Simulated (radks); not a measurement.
The numbers below are computed, except where a source is named.
Spherical quantum dot in the effective-mass picture: electrons in a parabolic well V = omega^2 r^2 / 2 with omega = 4.48, all in effective atomic units (hartree* = m*/eps^2 hartree, bohr* = eps/m* bohr), one dielectric constant everywhere. Level of theory: non-relativistic Kohn-Sham, PBEsol, spin-polarised, spherical densities (a radial shooting solver with Libxc functionals). Levels are named by radial order and angular momentum (1s, 1p, 1d, 2s, ...), and open shells are averaged over m.

N = 13, configuration 1s2 1p6 1d(up 5, down 0). This is the lowest configuration that the search found. Occupied and some empty levels:

| level | occupation | eigenvalue (hartree*) | <r> (bohr*) |
|---|---|---|---|
| 1s up | 1 | 21.123 | 0.6315 |
| 1s down | 1 | 21.292 | 0.6231 |
| 1p up | 3 | 24.339 | 0.8152 |
| 1p down | 3 | 24.590 | 0.8107 |
| 1d up | 5 | 27.766 | 0.9529 |
| 1d down | 0 | 28.052 | 0.9521 |
| 2s up | 0 | 28.120 | 0.8637 |
| 2s down | 0 | 28.320 | 0.8682 |
| 1f up | 0 | 31.372 | 1.067 |
| 1f down | 0 | 31.662 | 1.069 |
| 2p up | 0 | 31.890 | 0.9873 |
| 2p down | 0 | 32.079 | 0.9913 |

Energy (hartree*): total 241.598, kinetic 62.491, external 101.54, Hartree 90.412, exchange-correlation -12.842.

Electron density:

| r (bohr*) | n(r) (e/bohr*^3) |
|---|---|
| 0.0353 | 2.007 |
| 0.124 | 2.115 |
| 0.213 | 2.320 |
| 0.301 | 2.577 |
| 0.390 | 2.822 |
| 0.479 | 2.985 |
| 0.567 | 3.009 |
| 0.656 | 2.862 |
| 0.745 | 2.552 |
| 0.833 | 2.122 |
| 0.922 | 1.637 |
| 1.01 | 1.167 |
| 1.10 | 0.7703 |
| 1.19 | 0.4660 |
| 1.28 | 0.2592 |
| 1.36 | 0.1337 |
| 1.45 | 0.06313 |
| 1.54 | 0.02746 |
| 1.63 | 0.01112 |
| 1.72 | 0.004112 |
